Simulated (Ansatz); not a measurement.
CH$_{6}$OSiZn, SMILES `O[SiH2][CH2][ZnH]`. Total charge 0; spin multiplicity 1. The geometry is a stationary point of PBE0-D4/def2-TZVP. It is one conformer, not always the lowest.

```xyz
10

O    -1.523    0.263    0.083
Si   -0.426   -0.938   -0.319
C     1.186   -0.112   -0.028
Zn    0.641    1.686    0.568
H    -2.464    0.091    0.020
H    -0.677   -2.125    0.548
H    -0.662   -1.348   -1.733
H     1.781   -0.600    0.747
H     1.796   -0.040   -0.932
H     0.347    3.122    1.046
```

(1) What is the dipole moment at PBE/def2-TZVPP? (Best estimate.)

(2) And with r2SCAN, B3LYP, ωB97M-V? (An estimate is asked.)

(3) Give the Mulliken charges with PBE, r2SCAN, ωB97M-V in def2-TZVPP. (Estimate.)

Answers

(1) Computed: 0.97 D, with components (-0.54, -0.76, -0.25) D in this frame, pointing from negative to positive charge.

(2) The calculation gave: r2SCAN 1.00 D, B3LYP 1.06 D, ωB97M-V 1.04 D.

(3) Ansatz gave: 
| atom | PBE | r2SCAN | ωB97M-V |
| --- | --- | --- | --- |
| O1 | -0.35 | -0.42 | -0.39 |
| Si2 | 0.38 | 0.50 | 0.42 |
| C3 | -0.34 | -0.41 | -0.51 |
| Zn4 | 0.21 | 0.30 | 0.30 |
| H5 | 0.17 | 0.19 | 0.16 |
| H6 | -0.09 | -0.11 | -0.06 |
| H7 | -0.09 | -0.11 | -0.06 |
| H8 | 0.11 | 0.10 | 0.13 |
| H9 | 0.11 | 0.10 | 0.13 |
| H10 | -0.10 | -0.14 | -0.11 |

B3LYP here is the variant with VWN-RPA as its local correlation; programs differ in this.
